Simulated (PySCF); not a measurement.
CH₂AlNS.
Cartesian coordinates in Å at the PBE0-D3(BJ)/def2-SVP level; atoms count from 1:
```xyz
6
CH2AlNS angstrom
Al     0.659    1.142    0.001
H      2.233    1.058    0.045
H     -0.191    2.471   -0.041
N     -0.244   -0.408   -0.013
C     -0.838   -1.448   -0.002
S     -1.619   -2.816    0.010
```

Computed with PBE0-D3(BJ)/def2-SVP geometry optimisation, gas phase (PySCF).

Problem. Which atoms are bound to Al1, and at what distances?

Solution. 3 atoms: H3 1.578 Å, H2 1.578 Å, N4 1.793 Å. The nearest atom not counted as bound is C5, at 2.99 Å.

Problem. List the angles at Al1.

Solution. 
| angle | degrees | distance of the outer atoms (Å) |
| --- | --- | --- |
| H2–Al1–H3 | 125.7 | 2.81 |
| H3–Al1–N4 | 117.2 | 2.88 |
| H2–Al1–N4 | 117.1 | 2.88 |

Problem. What is the shape at Al1?

Solution. Planar: angles 125.7°, 117.2° and 117.1°, sum 360.0°, 0.00 Å off the plane of its three neighbours.

Problem. What are the other bond lengths?

Solution. N4–C5 1.198 Å; C5–S6 1.575 Å.

Problem. Give some angles away from the centre.

Solution. Al1–N4–C5 179.0°, N4–C5–S6 179.9°.

Problem. What are the rotational constants (commonest isotopes, rigid rotor)?

Solution. A = 127086, B = 1512, C = 1494 MHz: a near-prolate asymmetric top.

Point group: C2v (every atom within 0.08 Å of its image). Charge 0, singlet. Whether it is a minimum is left open (no frequencies).

The run took 9.5 s wall on one thread of an Arm Neoverse N1 (shared host). This is the geometry optimisation.
